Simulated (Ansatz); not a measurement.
System: SiH2S2, charge 0, singlet. SiH2S2 (SMILES S[Si]S).
B3LYP-D3(BJ)/def2-TZVP minimum from Ansatz (a quantum-chemistry and plane-wave program):
```
Si
S 1 2.1570
H 2 1.3451 1 94.99
S 1 2.1615 2 98.46 3 -180.00
H 4 1.3469 1 101.50 2 0.00
```
Charge 0, spin multiplicity 1.

Total energies in hartree (Ansatz). Open shells are spin-unrestricted; no spin-orbit coupling. Correlated methods leave the cores frozen. No relativity. For partners of very few electrons the exact lower level stands in for a higher one.

```tsv
species	HF/cc-pV(T+d)Z	CCSD(T)/cc-pV(T+d)Z	HF/cc-pV(Q+d)Z	CCSD(T)/cc-pV(Q+d)Z	CCSDT(Q)/cc-pV(T+d)Z
1: SiH2S2 (SMILES [Si](S)S)	-1085.24521	-1085.77153	-1085.25461	-1085.81795	-1085.77479
2: Si (triplet)	-288.85649	-288.93344	-288.85845	-288.93781	-288.93426
3: S (triplet)	-397.50938	-397.65444	-397.51264	-397.66785	-397.65537
4: H (doublet)	-0.49981	-0.49981	-0.49995	-0.49995	-0.49981
```

### Question
Work out the atomisation energy (electronic, to ground-state atoms) in kcal/mol: take Hartree-Fock from cc-pV(Q+d)Z, extrapolate the CCSD(T) correlation energy as X^-3 (X = 3, 4), and add CCSDT(Q) - CCSD(T) in cc-pV(T+d)Z. 1 hartree = 627.51 kcal/mol.

### Answer

Species 1: correlation (64·(-0.56334) - 27·(-0.52632))/37 = -0.59035; step -0.00326; E1 = -1085.25461 + (-0.59035) + (-0.00326) = -1085.84822
Species 2: correlation (64·(-0.07936) - 27·(-0.07695))/37 = -0.08112; step -0.00082; E2 = -288.85845 + (-0.08112) + (-0.00082) = -288.94039
Species 3: correlation (64·(-0.15521) - 27·(-0.14506))/37 = -0.16262; step -0.00093; E3 = -397.51264 + (-0.16262) + (-0.00093) = -397.67619
Species 4: correlation (64·(0.00000) - 27·(0.00000))/37 = 0.00000; step +0.00000; E4 = -0.49995 + (0.00000) + (+0.00000) = -0.49995
-1·E1 +1·E2 +2·E3 +2·E4 = 0.55555 hartree = 348.6 kcal/mol.
